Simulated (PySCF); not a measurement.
Species: C4HFN2.
SMILES with atom numbers: `[N:1]#[C:2]/[CH:3]=[C:4](/[F:5])[C:6]#[N:7]` (hydrogens: H8 on C3)

Geometry (PBE0-D3(BJ)/def2-SVP, Å), atoms numbered from 1 in this order:
```xyz
8
C4HFN2 angstrom
N      2.4102    1.0383   -0.4631
C      1.5737    0.2710   -0.2267
C      0.5788   -0.6970    0.0666
C     -0.7303   -0.4016    0.1492
F     -1.6122   -1.3400    0.4273
C     -1.2925    0.9012   -0.0434
N     -1.7621    1.9489   -0.1939
H      0.8877   -1.7324    0.2346
```

Method: EOM-IP-CCSD/aug-cc-pVDZ in PySCF, restricted Hartree–Fock reference, frozen core, non-relativistic, gas phase, PBE0-D3(BJ)/def2-SVP geometry.

The vertical ionisation energies are 11.27, 13.33, 13.64, 13.93, 13.99, 14.03, 14.71, 16.21 eV.

Task: Which Hartree–Fock orbital leads each hole, and what is its Koopmans value −ε?

Result: 
| leading hole (HF orbital) | Koopmans (eV) | EOM-IP-CCSD (eV) | change (eV) | one-hole share |
| --- | --- | --- | --- | --- |
| HOMO | 11.41 | 11.27 | -0.14 | 0.96 |
| HOMO-1 | 13.62 | 13.33 | -0.29 | 0.95 |
| HOMO-5 | 16.13 | 13.64 | -2.49 | 0.92 |
| HOMO-2 | 14.21 | 13.93 | -0.28 | 0.95 |
| HOMO-3 | 14.31 | 13.99 | -0.32 | 0.94 |
| HOMO-6 | 16.51 | 14.03 | -2.48 | 0.92 |
| HOMO-4 | 15.53 | 14.71 | -0.82 | 0.93 |
| HOMO-7 | 18.74 | 16.21 | -2.53 | 0.94 |

Task: Does the order of the lines follow the orbital energies?

Result: No: the HOMO-5 hole (13.64 eV) falls below the HOMO-2 hole (13.93 eV); the HOMO-5 hole (13.64 eV) falls below the HOMO-3 hole (13.99 eV); the HOMO-5 hole (13.64 eV) falls below the HOMO-4 hole (14.71 eV); the HOMO-6 hole (14.03 eV) falls below the HOMO-4 hole (14.71 eV). The corrections run from -2.53 to -0.14 eV, with a mean of -1.17 eV over the 8 lines; no line lies above its Koopmans value. Koopmans values leave out both the relaxation of the orbitals and the change in correlation energy.

Task: At what kinetic energies would He I light (21.22 eV) eject these electrons?

Result: 9.95 eV (HOMO), 7.89 eV (HOMO-1), 7.58 eV (HOMO-5), 7.29 eV (HOMO-2), 7.23 eV (HOMO-3), 7.19 eV (HOMO-6), 6.51 eV (HOMO-4), 5.01 eV (HOMO-7).

Lines less than 0.15 eV apart could change places at a higher level. One root was sought for each valence orbital with −ε under 21 eV, eight at most, so deeper holes and satellites are missing; no vibrational structure.

The run took 4.6 min of wall time on Intel Xeon 6975P-C, one thread, no GPU, shared host with 192 logical CPUs at a one-minute load of 75, and the process peaked at 3.0 GiB of memory.
